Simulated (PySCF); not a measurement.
**Electron correlation in Rh(29+) (rhodium, charge +29)**

[Ne] 3s2 3p4, high-spin 3P determinant. Calculation: PySCF 2.14, in an even-tempered Gaussian basis (18 s from 3.6 bohr⁻², ratio 2.5; 12 p from 4.7 bohr⁻², ratio 2.5; 5 d from 23 bohr⁻², ratio 2.7; 4 f from 34 bohr⁻², ratio 2.7); scalar relativity by spin-free X2C-1e. Frozen: 1s2; 14 electrons correlated; the 21 highest virtual orbitals of each spin left out.

```json
{"level": "CCSD", "correlation energy (mhartree)": "-569.18"}
{"level": "(T)", "correlation energy (mhartree)": "-1.52"}
{"level": "CCSD(T)", "correlation energy (mhartree)": "-570.70"}
```

Diagnostics: T1 = 0.00089, D1 = 0.0041, largest double amplitude 0.023.

Spin-orbit coupling is strong in this species (close to jj coupling), so the high-spin LS determinant is a model state, not a physical level.

Cost of the coupled-cluster step: about 80 core-seconds, for 14 correlated electrons.

Iterations:

```
CC2 = 0
CCSD nocc = (np.int64(8), np.int64(6)), nmo = (85, 85)
frozen orbitals [[0, 86, 87, 88, 89, 90, 91, 92, 93, 94, 95, 96, 97, 98, 99, 100, 101, 102, 103, 104, 105, 106], [0, 86, 87, 88, 89, 90, 91, 92, 93, 94, 95, 96, 97, 98, 99, 100, 101, 102, 103, 104, 105, 106]]
max_cycle = 100
direct = 0
conv_tol = 1e-08
conv_tol_normt = 1e-06
diis_space = 8
diis_start_cycle = 0
Init t2, MP2 energy = -0.55290745284192
Init E_corr(UCCSD) = -0.552907452842504
cycle = 1  E_corr(UCCSD) = -0.565783477959502  dE = -0.0128760251  norm(t1,t2) = 0.0109441
cycle = 2  E_corr(UCCSD) = -0.568483829459447  dE = -0.0027003515  norm(t1,t2) = 0.00246504
cycle = 3  E_corr(UCCSD) = -0.569184908941092  dE = -0.000701079482  norm(t1,t2) = 0.000601293
cycle = 4  E_corr(UCCSD) = -0.569176530760504  dE = 8.37818059e-06  norm(t1,t2) = 3.02152e-05
cycle = 5  E_corr(UCCSD) = -0.569176481205265  dE = 4.95552388e-08  norm(t1,t2) = 1.74254e-06
cycle = 6  E_corr(UCCSD) = -0.569176554381137  dE = -7.31758717e-08  norm(t1,t2) = 1.60611e-07
cycle = 7  E_corr(UCCSD) = -0.569176551216141  dE = 3.16499615e-09  norm(t1,t2) = 1.54655e-08
UCCSD converged
E(UCCSD) = -4176.490163634093  E_corr = -0.569176551216141
UCCSD(T) correction = -0.00152319207918881
```

At this charge the one-electron X2C treatment keeps the bare 1/r₁₂, with no two-electron picture change or Breit term. The effect here is smaller than on the frozen 1s shell; and a scalar Hamiltonian misses the large spin-orbit splitting of the p shells, which matters for ns² → np² pairs.

Spin-orbit coupling is strong in this species, so the high-spin LS determinant is a model state.
